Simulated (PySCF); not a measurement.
Si⁺ (silicon, charge +1): UHF calculation

Configuration: [Ne] 3s1 3p2, high-spin 4P determinant (an excited configuration). Calculation: PySCF 2.14, in aug-cc-pV(Q+d)Z; no relativity, point nucleus.

* Total energy: -288.435456 hartree
* One-electron energy: -395.2145 hartree
* Hartree (Coulomb) energy: 126.9528 hartree
* Exchange energy: -20.1737 hartree
* Kinetic energy: 288.44448 hartree
* ⟨S²⟩: 3.7500
* ⟨L²⟩: 2.019
* Sum of ⟨r⟩: 11.38 bohr
* Sum of ⟨r²⟩: 20.91 bohr²
* Traceless quadrupole moment −½Σ⟨3z² − r²⟩ along its main axis: 2.91 e·bohr²
* Density at the nucleus (Gaussians lack the cusp): 1740 bohr⁻³
* Spin density at the nucleus: 4.48 bohr⁻³
* Langevin diamagnetic susceptibility: -16.6 ×10⁻⁶ cm³/mol

```
shell  electrons  mean orbital energy (hartree)  spread (hartree)  rms radius, mean of both spins (bohr)
 1s α          1                      -69.21808                 0                                  0.129
 1s β          1                      -69.19164                 0                                  0.129
 2s α          1                       -6.56130                 0                                  0.615
 2s β          1                       -6.51586                 0                                  0.615
 2p α          3                       -4.66563           0.01272                                  0.598
 2p β          3                       -4.62679           0.01916                                  0.598
 3s α          1                       -0.99837                 0                                   2.20
 3p α          2                       -0.64693                 0                                   2.56
```

Spin-orbit constants ζ (cm⁻¹) from the X2C one-electron operator on these orbitals (non-relativistic here): bare nucleus, nucleus screened by l(l+1)(2l+1)/3 electrons, and screened by the Breit-Pauli mean field of the electrons.

```json
{"shell": "2p", "bare": "3838", "screened nucleus": "3290", "mean field": "3041"}
{"shell": "3p", "bare": "231.8", "screened nucleus": "198.7", "mean field": "180.9"}
```

To first order the Landé constant is A = 60.30 cm⁻¹, so the lowest level has J = 1/2 and lies 0.0187 eV below the centre of the term. This holds in LS coupling only.
